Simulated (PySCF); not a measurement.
PySCF input for C₃H₈BNO, SMILES C[C@@H]1CB(N)O1, PBE/pcSseg-1. Geometry: B3LYP-D3(BJ)/def2-SVP. The structure was generated by enumeration; whether it is a known compound was not checked. One conformer was computed; it need not be the lowest.

```python
import numpy as np
from pyscf import gto, scf, dft
from pyscf.prop.nmr import rks as nmr

mol = gto.M(
    atom='''
    C    -2.15165699    0.43534042    0.14871709
    C    -0.96582808   -0.49015873   -0.01083548
    C     0.09021682   -0.50579701    1.12488784
    B     0.98975780    0.02660191   -0.07598522
    N     2.31865185    0.40225696   -0.29362906
    O    -0.02773085    0.01307123   -1.01510934
    H    -1.81928712    1.43875338    0.46026854
    H    -2.69733177    0.53455379   -0.80278847
    H    -2.84491673    0.04410286    0.91086452
    H    -1.30021946   -1.49929348   -0.30998776
    H     0.31749175   -1.49923336    1.53819820
    H    -0.12411773    0.19056911    1.94965599
    H     2.65333670    0.70885012   -1.19954034
    H     3.02114860    0.39201136    0.43291673
    ''',
    basis='pcSseg-1',
    charge=0,
    spin=0,
    max_memory=1600,
    verbose=3,
)
mf = dft.RKS(mol, xc='pbe')
mf.grids.level = 3
mf.conv_tol = 1e-10
mf.max_cycle = 100
mf.kernel()
n = nmr.NMR(mf)
n.verbose = 2
n.max_cycle_cphf = 60
sigma = n.kernel()
print('atom   isotropic/ppm   span/ppm')
for i, s in enumerate(sigma):
    w = np.linalg.eigvalsh((s + s.T) / 2)
    print(f'{mol.atom_symbol(i):2s}{i + 1:3d} {w.mean():14.3f} {w[2] - w[0]:11.3f}')
```

Program output:

```
converged SCF energy = -273.661939779137
atom   isotropic/ppm   span/ppm
C   1        153.466      37.890
C   2        100.704      70.900
C   3        159.994      44.859
B   4         63.416      62.464
N   5        191.496     116.276
O   6        114.949     287.592
H   7         30.154       6.543
H   8         29.517       9.312
H   9         30.067       9.086
H  10         26.471       5.502
H  11         29.599       8.209
H  12         30.301       7.447
H  13         28.486      13.495
H  14         28.709      12.520
```

The calculation finished and met its thresholds.
